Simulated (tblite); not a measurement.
C3H10GeOSi.
Numbering: `[CH3:1][C:2](=[O:3])[CH2:4][GeH2:5][SiH3:6]` (hydrogens: H7, H8, H9 on C1; H10, H11 on C4; H12, H13 on Ge5; H14, H15, H16 on Si6)

Computed with GFN2-xTB (tblite), gas phase: L-BFGS steps from a force-field or distance-geometry start until the largest atomic force falls under 0.01 eV/Å.

Step 58: E = -523.3501 eV
```
atom  x, y, z in Å  |  force x, y, z in eV/Å
C1     -1.9471    0.6385   -0.5573   -0.036   0.036   0.004
C2     -1.2150   -0.6854   -0.6115   -0.027   0.022   0.021
O3     -1.0413   -1.2955   -1.6435   -0.028   0.102   0.024
C4     -0.6587   -1.1552    0.6788   -0.003   0.013   0.008
Ge5     1.3193   -0.8474    0.4952   -0.060  -0.022   0.022
Si6     1.9509    1.3058   -0.1808    0.010   0.013  -0.027
H7     -1.4768    1.3155    0.1579   -0.003  -0.089  -0.065
H8     -1.9771    1.1055   -1.5409   -0.022  -0.078   0.041
H9     -2.9729    0.4547   -0.2257    0.123   0.005  -0.050
H10    -1.0817   -0.6293    1.5325    0.020  -0.022   0.003
H11    -0.7949   -2.2295    0.7976   -0.023   0.036  -0.025
H12     1.7772   -1.9101   -0.4661   -0.001  -0.050   0.011
H13     1.8419   -1.3452    1.8309    0.065   0.014   0.012
H14     1.5447    2.3262    0.7907   -0.009  -0.027   0.002
H15     1.3185    1.6039   -1.4654    0.008   0.022   0.014
H16     3.4055    1.3565   -0.3295   -0.013   0.024   0.005
```

Step 59: E = -523.3505 eV
```
atom  x, y, z in Å  |  force x, y, z in eV/Å
C1     -1.9493    0.6393   -0.5567    0.091  -0.068  -0.015
C2     -1.2186   -0.6852   -0.6157    0.020   0.050  -0.010
O3     -1.0503   -1.2873   -1.6534   -0.010   0.062   0.099
C4     -0.6533   -1.1545    0.6740   -0.083   0.011  -0.050
Ge5     1.3233   -0.8515    0.5008   -0.062   0.030  -0.050
Si6     1.9503    1.3014   -0.1816    0.035   0.053  -0.024
H7     -1.4689    1.3145    0.1445    0.087   0.034   0.065
H8     -1.9920    1.1004   -1.5371   -0.020  -0.015  -0.116
H9     -2.9634    0.4624   -0.2115   -0.113  -0.051   0.029
H10    -1.0780   -0.6274    1.5269    0.030  -0.033  -0.008
H11    -0.7955   -2.2280    0.7926   -0.015   0.024  -0.017
H12     1.7887   -1.9142   -0.4546    0.001  -0.066  -0.003
H13     1.8379   -1.3436    1.8352    0.084  -0.007   0.073
H14     1.5407    2.3205    0.7935   -0.003  -0.050  -0.028
H15     1.3129    1.5968   -1.4668    0.031   0.013   0.052
H16     3.4079    1.3653   -0.3271   -0.072   0.011   0.003
```

**Question.** Estimate the geometry and energy of step 60. (The exact step hangs on the optimiser's Hessian estimate; all steps are aligned on step 59, rigid shifts and turns removed.)

**Answer.** E = -523.3524 eV, largest force 0.108 eV/Å
```
atom  x, y, z in Å  |  force x, y, z in eV/Å
C1     -1.9468    0.6408   -0.5549    0.006  -0.006   0.016
C2     -1.2171   -0.6837   -0.6190    0.000   0.051  -0.004
O3     -1.0465   -1.2800   -1.6595   -0.002   0.052   0.095
C4     -0.6566   -1.1596    0.6704   -0.071   0.012  -0.049
Ge5     1.3201   -0.8489    0.5054   -0.052   0.019  -0.045
Si6     1.9491    1.3025   -0.1829    0.020   0.037  -0.013
H7     -1.4476    1.3196    0.1358    0.013  -0.028  -0.028
H8     -2.0076    1.0949   -1.5415   -0.020  -0.048   0.010
H9     -2.9584    0.4656   -0.1854    0.051  -0.009  -0.030
H10    -1.0856   -0.6388    1.5250    0.029  -0.028  -0.013
H11    -0.7960   -2.2341    0.7825   -0.014   0.025  -0.020
H12     1.7929   -1.9117   -0.4480   -0.002  -0.059   0.007
H13     1.8326   -1.3390    1.8432    0.076   0.000   0.056
H14     1.5390    2.3258    0.7871   -0.005  -0.046  -0.023
H15     1.3148    1.5926   -1.4701    0.026   0.016   0.042
H16     3.4061    1.3630   -0.3251   -0.053   0.014   0.000
```

The energy changes by -0.0018 eV. The first-order estimate −F·Δx gives -0.0029 eV and the mean of the old and new forces, exact on a quadratic surface, -0.0018 eV. The step makes an angle of 80° with the force vector and moves no atom by more than 0.027 Å.

The cost below is that of the whole relaxation. Time: 1.2 s wall. Hardware: one thread, Arm Neoverse N1 (aarch64), no GPU, shared host.
